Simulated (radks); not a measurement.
The numbers below are computed, except where a source is named.
Orbital eigenvalues (eV) of the nickel ion Ni+, [Ar] 3d9, at several levels of relativity; Dirac values are averaged over j with weights 2j + 1. Spin-unpolarised spherical Kohn-Sham, BLYP, point nucleus unless stated (finite: rms radius 3.7757 fm), a radial shooting solver on a logarithmic mesh with Libxc functionals. A level marked "c x" has the speed of light scaled by that factor and shares open shells by 2j + 1; other Dirac levels either fill j = l - 1/2 first or share by 2j + 1.

| shell | non-rel. | scalar-rel., finite nucleus | Dirac, 2j+1 shares, finite nucleus | Dirac, c x 1.25 | change of magnitude, last against first (%) |
|---|---|---|---|---|---|
| 1s | -8127.9 | -8218.2 | -8216.2 | -8184.0 | +0.69 |
| 2s | -965.36 | -984.66 | -984.34 | -977.41 | +1.25 |
| 2p | -843.36 | -847.83 | -847.60 | -846.05 | +0.32 |
| 3s | -110.97 | -114.22 | -114.19 | -113.01 | +1.84 |
| 3p | -73.865 | -74.791 | -74.784 | -74.449 | +0.79 |
| 3d | -13.107 | -13.022 | -13.022 | -13.052 | -0.42 |
| 4s (empty) | -11.474 | -11.740 | -11.739 | -11.642 | +1.46 |
| 4p (empty) | -6.5852 | -6.6539 | -6.6542 | -6.6290 | +0.67 |
